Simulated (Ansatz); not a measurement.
One change: `CC(=O)O[SiH2]Cl` becomes `CC(=O)O[SiH2]F`.

Ansatz, PBE0-D4/def2-TZVP geometries, multiplicity 1. Each molecule was computed in one conformer, which needn't be the lowest.

```json
{"property": "HOMO–LUMO gap (B3LYP/def2-TZVPP) / eV", "`CC(=O)O[SiH2]Cl`": "7.66"}
{"property": "HOMO–LUMO gap (ωB97M-V/def2-TZVPP) / eV", "`CC(=O)O[SiH2]Cl`": "12.89"}
{"property": "size of the dipole moment (PBE/def2-TZVPP) / D", "`CC(=O)O[SiH2]Cl`": "1.83"}
{"property": "HOMO energy (PBE/def2-TZVPP) / eV", "`CC(=O)O[SiH2]Cl`": "-6.85"}
{"property": "HOMO energy (ωB97M-V/def2-TZVPP) / eV", "`CC(=O)O[SiH2]Cl`": "-10.93"}
{"property": "zero-point energy (PBE0-D4/def2-TZVP) / kJ/mol", "`CC(=O)O[SiH2]Cl`": "186.9"}
```

Give the same properties after the change, and the shifts. (Estimate.)

Ansatz gave: 
```json
{"property": "HOMO–LUMO gap (B3LYP/def2-TZVPP) / eV", "`CC(=O)O[SiH2]F`": "7.72", "shift": "0.06"}
{"property": "HOMO–LUMO gap (ωB97M-V/def2-TZVPP) / eV", "`CC(=O)O[SiH2]F`": "13.01", "shift": "0.12"}
{"property": "size of the dipole moment (PBE/def2-TZVPP) / D", "`CC(=O)O[SiH2]F`": "1.83", "shift": "0.00"}
{"property": "HOMO energy (PBE/def2-TZVPP) / eV", "`CC(=O)O[SiH2]F`": "-6.87", "shift": "-0.02"}
{"property": "HOMO energy (ωB97M-V/def2-TZVPP) / eV", "`CC(=O)O[SiH2]F`": "-10.99", "shift": "-0.06"}
{"property": "zero-point energy (PBE0-D4/def2-TZVP) / kJ/mol", "`CC(=O)O[SiH2]F`": "190.5", "shift": "3.6"}
```

Dipoles are sizes alone; their direction can turn.

B3LYP here is the variant with VWN-RPA as its local correlation; programs differ in this.
